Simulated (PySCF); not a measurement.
# Low-lying terms of Te⁶⁺ (tellurium, charge +6)

Ground state [Kr] 4d10, ¹S. All numbers are calculated (PySCF 2.14, the spin-free X2C one-electron Hamiltonian (Gaussian nucleus), in aug-cc-pVTZ-DK3 with one added diffuse shell each of s, p, d, f type (9s8p6d3f, 84 functions)). Vertical excitation energies in eV without spin-orbit coupling; excited terms of each kind are numbered among those the solver found. Frozen: [Kr].

| term | leading excitation | EOM-EE-CCSD |
| --- | --- | --- |
| 1 3D | 4d → s | 39.210 |
| 1 1D | 4d → s | 40.029 |
| 1 3P° | 4d → p | 51.915 |
| 1 3F° | 4d → p | 52.590 |
| 1 1F° | 4d → p | 53.064 |
| 1 1P° | 4d → p | 53.765 |
| 1 1D° | 4d → p | 53.772 |
| 1 3D° | 4d → p | 53.791 |
| 1 3G | 4d → d | 71.687 |
| 1 1G | 4d → d | 71.889 |
| 2 3D | 4d → d | 72.035 |
| 1 1F | 4d → d | 72.461 |

The spin-orbit splitting of the hole, absent here, rivals or exceeds the spacing of these terms, so the LS terms are model states.

The solver can miss terms.
